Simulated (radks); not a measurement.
Values are calculated unless marked as measured or tabulated.
Initial-state core-level shifts of neutral tungsten when its valence configuration changes from [Xe] 4f14 5d4 6s2. Level of theory: Dirac Kohn-Sham, PBE, spin-unpolarised, spherical densities, finite nucleus; open shells fill j = l - 1/2 first; Fermi nuclear charge, rms radius 5.3658 fm (a radial shooting solver on a logarithmic mesh with Libxc functionals). Shifts are changes of the shell-averaged eigenvalues in eV (positive: less bound); the change of the density at the nucleus, which sets a Mossbauer isomer shift, is in e/bohr^3, on a base of 1.424e+06.

valence                2s       3s       4d       5s  density at nucleus
4f14 5d4 6s1 6p1   -1.312   -1.318   -1.319   -1.323               -69.3
4f14 5d4 6p2       -2.510   -2.522   -2.524   -2.532              -146.1
4f12 5d6 6s2      -21.149  -24.171  -20.193   -8.072              +192.1
4f13 5d4 6s2 6p1  -14.159  -15.573  -13.777   -7.870              +127.2
4f12 5d7 6s1      -18.707  -21.746  -17.769   -5.722               +94.7
4f11 5d7 6s1 6p1  -34.084  -38.846  -32.292  -13.448              +215.6
4f14 5d3 6s2 6p1   -3.876   -3.840   -3.850   -3.765               +33.4
4f11 5d8 6p1      -31.412  -36.195  -29.652  -10.916              +115.9
4f10 5d7 6s1 6p2  -50.673  -57.269  -47.708  -21.556              +349.4
